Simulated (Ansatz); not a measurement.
Geometry optimisation, RKS revPBE/STO-3G in Ansatz 0.2.0.

Input file:

```yaml
crystal:
  periodic: [false, false, false]
  atoms:
    - { symbol: C, position_ang: [-2.1663, 1.0434, 1.0848] }
    - { symbol: O, position_ang: [-1.5267, -0.0662, 0.6043] }
    - { symbol: C, position_ang: [-0.2887, 0.2779, 0.0038] }
    - { symbol: Si, position_ang: [0.8247, -1.1469, -0.6584] }
    - { symbol: P, position_ang: [2.6889, -0.385, -1.4639] }
    - { symbol: H, position_ang: [-1.6311, 1.6138, 1.8442] }
    - { symbol: H, position_ang: [-2.3968, 1.7743, 0.2486] }
    - { symbol: H, position_ang: [-3.1259, 0.783, 1.5015] }
    - { symbol: H, position_ang: [-0.432, 0.9985, -0.7604] }
    - { symbol: H, position_ang: [0.3474, 0.7914, 0.8006] }
    - { symbol: H, position_ang: [0.0471, -1.846, -1.7533] }
    - { symbol: H, position_ang: [1.112, -2.1313, 0.4243] }
    - { symbol: H, position_ang: [3.2552, -0.1149, -0.2119] }
    - { symbol: H, position_ang: [3.2791, -1.6211, -1.6356] }
basis:
  gaussian: { orbitals: STO-3G }
hamiltonian:
  xc: revpbe
relax:
  f_tol: 0.015
  max_steps: 40
```

Launched with:

```bash
$ ansatz run input.yaml --threads 1 --pin off --max-ram 2048MiB --backend cpu --events-out ev --progress --plain --runs-dir out
```

Q: Where does it end, and by what steps?

A: It converged. Limits of this set-up: minimal basis. After 8 steps the energy has fallen by 0.753 eV; H8 moved furthest, 0.15 Å.

```json
{"step": "0", "energy less start (eV)": "0.0000", "largest force component (eV/Å)": "5.340", "accepted": "yes"}
{"step": "1", "energy less start (eV)": "-0.5528", "largest force component (eV/Å)": "1.697", "accepted": "yes"}
{"step": "2", "energy less start (eV)": "-0.7278", "largest force component (eV/Å)": "0.797", "accepted": "yes"}
{"step": "3", "energy less start (eV)": "-0.7463", "largest force component (eV/Å)": "0.267", "accepted": "yes"}
{"step": "4", "energy less start (eV)": "-0.7500", "largest force component (eV/Å)": "0.043", "accepted": "yes"}
{"step": "5", "energy less start (eV)": "-0.7505", "largest force component (eV/Å)": "0.094", "accepted": "yes"}
{"step": "6", "energy less start (eV)": "-0.7521", "largest force component (eV/Å)": "0.053", "accepted": "yes"}
{"step": "7", "energy less start (eV)": "-0.7530", "largest force component (eV/Å)": "0.029", "accepted": "yes"}
{"step": "8", "energy less start (eV)": "-0.7531", "largest force component (eV/Å)": "0.006", "accepted": "yes"}
```

```xyz
14
Properties=species:S:1:pos:R:3
C -2.222 1.030 1.079
O -1.472 -0.146 0.579
C -0.190 0.368 0.011
Si 0.811 -1.121 -0.650
P 2.736 -0.401 -1.540
H -1.674 1.582 1.888
H -2.466 1.767 0.269
H -3.177 0.639 1.502
H -0.383 1.106 -0.812
H 0.398 0.923 0.790
H 0.023 -1.793 -1.679
H 1.009 -2.069 0.447
H 3.326 -0.191 -0.260
H 3.268 -1.722 -1.595
```

Run time: 26 s on 1 thread of Arm Neoverse V2, with other jobs on the host, peak memory 0.15 GiB.
